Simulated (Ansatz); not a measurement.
Ansatz (a first-principles code) input:

Ansatz 0.2 input:
```yaml
crystal:
  periodic: [false, false, false]
  atoms:
    - {symbol: Ce, position_ang: [-0.05320464, 0.07495996, 0.17766313]}
    - {symbol: F, position_ang: [-1.42133946, -1.20810389, -0.39973548]}
    - {symbol: F, position_ang: [0.08259549, 1.54784235, -1.11214718]}
    - {symbol: F, position_ang: [1.68161829, -0.82281373, 0.36694250]}
basis:
  gaussian:
    orbitals: def2-TZVP
hamiltonian:
  xc: b3lyp
  dispersion: d3bj
total_charge: 1
phonons: {temperatures: {t_min: 298.15, t_max: 298.15, t_step: 100}}
```

Question: Predict the final energy.

Answer: -774.73227 Eh (B3LYP-D3(BJ)/def2-TZVP). The basis has 186 functions. The run takes about 70 core-seconds (a rough figure).
